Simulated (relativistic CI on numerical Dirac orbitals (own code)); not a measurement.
# Energy levels of Tl LVII

Method of calculation: Dirac-Coulomb-Breit CI, orbitals from a KLI potential per configuration, model QED, unscaled Slater integrals (own radial code, finite nucleus).

CI space (outside the closed core [Ne]): 3s2 3p6 3d7, 3s2 3p5 3d8, 3s2 3p4 3d9, 3s 3p6 3d8, 3p6 3d9, 3s 3p5 3d9, 3s2 3p6 3d6 4s, 3s2 3p6 3d6 4p, 3s2 3p4 3d8 4s, 3s2 3p6 3d6 4d, 3s2 3p4 3d8 4p, 3s2 3p5 3d7 4s, 3s2 3p6 3d6 4f, 3s2 3p4 3d8 4d, 3s 3p5 3d8 4s, 3s2 3p5 3d7 4p, 3s 3p5 3d8 4p, 3s2 3p5 3d7 4d, 3s2 3p6 3d5 4s2, 3s 3p5 3d8 4d, 3s 3p6 3d7 4s, 3p6 3d8 4s, 3s2 3p6 3d5 4s 4p, 3s2 3p5 3d7 4f, 3s2 3p6 3d6 5s, 3p6 3d8 4p, 3s 3p6 3d7 4p, 3s2 3p6 3d5 4p2, 3s2 3p6 3d6 5p, 3s2 3p5 3d6 4s2, 3p6 3d8 4d, 3s2 3p6 3d6 5d, 3s2 3p6 3d6 5f, 3s 3p6 3d6 4s2, 3s2 3p5 3d7 5s, 3s2 3p6 3d6 6s. Levels of other configurations are missing.

The lowest level is 3s2 3p6 3d7 4F_9/2, with 56 % of that term; Hund's rules for 3s2 3p6 3d7 give 4F with J = 9/2, in agreement.

```csv
No.,Configuration,Term,J,E (eV),%,jj configuration (%)
1,3s2 3p6 3d7,4F,9/2,0.000,56,3d5/2^3 (99)
2,3s2 3p6 3d7,2P,3/2,14.683,49,3d5/2^3 (99)
3,3s2 3p6 3d7,2D,5/2,23.283,52,3d5/2^3 (98)
4,3s2 3p6 3d7,4F,7/2,102.761,83,3d3/2^3 3d5/2^4 (99)
5,3s2 3p6 3d7,4F,9/2,110.047,38,3d3/2^3 3d5/2^4 (99)
6,3s2 3p6 3d7,4P,3/2,114.301,37,3d3/2^3 3d5/2^4 (100)
7,3s2 3p6 3d7,4P,5/2,116.944,56,3d3/2^3 3d5/2^4 (99)
8,3s2 3p6 3d7,2P,1/2,118.062,51,3d3/2^3 3d5/2^4 (100)
9,3s2 3p6 3d7,2H,11/2,119.441,100,3d3/2^3 3d5/2^4 (100)
10,3s2 3p6 3d7,2F,7/2,128.034,58,3d3/2^3 3d5/2^4 (99)
11,3s2 3p6 3d7,2F,5/2,132.798,60,3d3/2^3 3d5/2^4 (99)
12,3s2 3p6 3d7,2D,3/2,154.054,89,3d3/2^3 3d5/2^4 (99)
13,3s2 3p6 3d7,4F,5/2,213.456,66,3d3/2^2 3d5/2^5 (99)
14,3s2 3p6 3d7,4P,3/2,218.398,38,3d3/2^2 3d5/2^5 (99)
15,3s2 3p6 3d7,2H,9/2,223.225,57,3d3/2^2 3d5/2^5 (100)
16,3s2 3p6 3d7,4P,1/2,224.702,51,3d3/2^2 3d5/2^5 (100)
17,3s2 3p6 3d7,2G,7/2,226.465,45,3d3/2^2 3d5/2^5 (98)
18,3s2 3p6 3d7,2D,5/2,255.207,66,3d3/2^2 3d5/2^5 (99)
19,3s2 3p6 3d7,2D,3/2,331.350,51,3d3/2 3d5/2^6 (99)
20,3p5 3d8(3F),4G°,11/2,490.872,89,3p3/2^3 3d5/2^4 (98)
21,3p5 3d8(1D),2D°,5/2,504.248,56,3p3/2^3 3d5/2^4 (99)
22,3p5 3d8(1D),2F°,7/2,505.732,54,3p3/2^3 3d5/2^4 (99)
23,3p5 3d8(3F),4F°,9/2,512.716,57,3p3/2^3 3d5/2^4 (99)
24,3p5 3d8(1D),2P°,1/2,526.271,52,3p3/2^3 3d5/2^4 (98)
25,3p5 3d8(3F),4D°,7/2,541.732,46,3p3/2^3 3d5/2^4 (96)
26,3p5 3d8(1S),2P°,3/2,542.618,56,3p3/2^3 3d5/2^4 (98)
27,3p5 3d8(3F),2D°,5/2,544.804,56,3p3/2^3 3d5/2^4 (98)
28,3p5 3d8(1S),2P°,3/2,554.340,42,3p3/2^3 3d5/2^4 (96)
29,3p5 3d8(3F),4G°,9/2,603.110,65,3p3/2^3 3d3/2^3 3d5/2^5 (99)
30,3p5 3d8(3F),4F°,7/2,609.474,33,3p3/2^3 3d3/2^3 3d5/2^5 (99)
```

Energies count from the lowest computed level; ° marks odd parity. Percentages are summed over parent terms; the parents shown are those of the largest component, closed shells are left out there. Filled j subshells are mostly left out of the jj labels.

The mean weight of the leading LS term, summed over parents, in these 30 levels is 57 %, and that of the leading jj configuration (from the same eigenvectors) 99 %, so jj coupling describes them better and the LS labels are nominal.

At this charge energies of transitions that change n are usually good to better than 1 %, and those within a shell (Δn = 0) to a few per cent.

LS names give the leading component of a level, which can be under half, so a name can repeat, a term be missing and a line seem to break the LS rules.
